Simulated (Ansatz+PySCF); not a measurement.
**singlet H10: levels of theory in one basis**

```xyz
10

H     0.0000    0.0000    0.0000
H     0.0000    0.0000    1.0000
H     0.0000    0.0000    2.0000
H     0.0000    0.0000    3.0000
H     0.0000    0.0000    4.0000
H     0.0000    0.0000    5.0000
H     0.0000    0.0000    6.0000
H     0.0000    0.0000    7.0000
H     0.0000    0.0000    8.0000
H     0.0000    0.0000    9.0000
```

Basis set: cc-pVDZ (spherical functions). All electrons are correlated. Charge 0, multiplicity 1.

Computed with Ansatz (development build ahead of 0.2.0); each method stands on the lowest determinant of its kind that the runs found. NEVPT2 correlates all electrons. Active spaces start from the frontier orbitals, and the lowest solution found is given.

```json
{"method": "RHF", "E − E(RHF) (eV)": "0.00", "<S²> of the determinant": "0.00"}
{"method": "UHF", "E − E(RHF) (eV)": "-0.23", "<S²> of the determinant": "0.65"}
{"method": "RHF-MP2", "E − E(RHF) (eV)": "-4.89", "<S²> of the determinant": "–"}
{"method": "UHF-MP2", "E − E(RHF) (eV)": "-4.35", "<S²> of the determinant": "0.65"}
{"method": "RHF-CCSD", "E − E(RHF) (eV)": "-6.21", "<S²> of the determinant": "–"}
{"method": "UHF-CCSD", "E − E(RHF) (eV)": "-6.08", "<S²> of the determinant": "0.65"}
{"method": "RHF-CCSD(T)", "E − E(RHF) (eV)": "-6.36", "<S²> of the determinant": "–"}
{"method": "UHF-CCSD(T)", "E − E(RHF) (eV)": "-6.29", "<S²> of the determinant": "0.65"}
{"method": "CASSCF(10,10)", "E − E(RHF) (eV)": "-3.72", "<S²> of the determinant": "–"}
{"method": "CASSCF(2,2)", "E − E(RHF) (eV)": "-0.55", "<S²> of the determinant": "–"}
{"method": "SC-NEVPT2(2,2)", "E − E(RHF) (eV)": "-4.73", "<S²> of the determinant": "–"}
```

Task: What does SC-NEVPT2(10,10) give on the same scale?

Result: -5.68 eV. NEVPT2 here correlates all electrons, so it doesn't share the others' frozen core.

Task: Is a single determinant a sound starting point here?

Result: Only with care. Unrestricted orbitals gain 0.23 eV and <S²> is 0.65 against 0.00 for a pure state, so spin symmetry breaks but gains little energy; restricted orbitals can still serve. The CASSCF(10,10) natural occupations are 1.98, 1.97, 1.96, 1.93, 1.86, 0.15, 0.07, 0.04, 0.02, 0.02. The CASSCF(2,2) natural occupations are 1.96, 0.04.

Caution for UHF, UHF-MP2, UHF-CCSD, UHF-CCSD(T): the unrestricted determinant is spin contaminated; the determinant breaks the point group. Caution for RHF-MP2, UHF-MP2, RHF-CCSD, UHF-CCSD, RHF-CCSD(T), UHF-CCSD(T): bonds are stretched, where a single reference can fail. Caution for UHF-MP2, UHF-CCSD(T): another reference gives a lower total.
